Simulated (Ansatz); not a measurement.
Compare A (`[AlH2][O][SiH2]Br`) with its isomer B (`[SiH3][O][AlH][Br]`).

Computed with Ansatz on PBE0-D4/def2-TZVP structures; ΔE is electronic, products minus reactants. CCSD(T)/CBS adds triple-zeta CCSD(T) − MP2 to the extrapolated MP2 energy (def2 sets, frozen cores). Functionals use def2-TZVPP. B3LYP here is the variant with VWN-RPA as its local correlation; programs differ in this. For Br outer-core shells are correlated without core-valence functions, which leaves a few kJ/mol of doubt a bond. Scalar relativity is left out up to krypton. One conformer a species, not always the lowest.

A:

Z-matrix (Å, degrees):
```
Si
O 1 1.608
Br 1 2.227 2 109.7
H 1 1.480 2 111.0 3 -117.7
H 1 1.480 2 111.0 3 117.7
Al 2 1.692 1 167.4 3 -0.3
H 6 1.577 2 117.5 1 90.5
H 6 1.577 2 117.5 1 -91.1
```

B:

```xyz
8

Si   -1.4551   -0.0528    0.0373
O     0.1342   -0.0093    0.4010
Al    1.7937    0.0581    0.2045
Br    2.6229    0.1506   -1.8835
H    -1.6674    0.1623   -1.4183
H    -2.0136   -1.3753    0.4204
H    -2.1619    1.0130    0.7936
H     2.7471    0.0534    1.4450
```

**Question.** Which isomer does CCSD(T)/CBS put lower? Give the gap. (An estimate is asked.)

**Answer.** Ansatz gave: B, by 62.1 kJ/mol.

**Question.** Give E(B) − E(A) in kJ/mol with CCSD(T)/def2-TZVPP, B3LYP, B3LYP-D4, ωB97M-V, PBE-D4, r2SCAN-D4, B2PLYP. (Best estimate.)

**Answer.** Ansatz gave: CCSD(T)/def2-TZVPP -64.7, B3LYP -62.9, B3LYP-D4 -60.8, ωB97M-V -60.2, PBE-D4 -58.4, r2SCAN-D4 -63.5, B2PLYP -63.7. None reverses the order clearly.

Largest T1 diagnostic: 0.010.
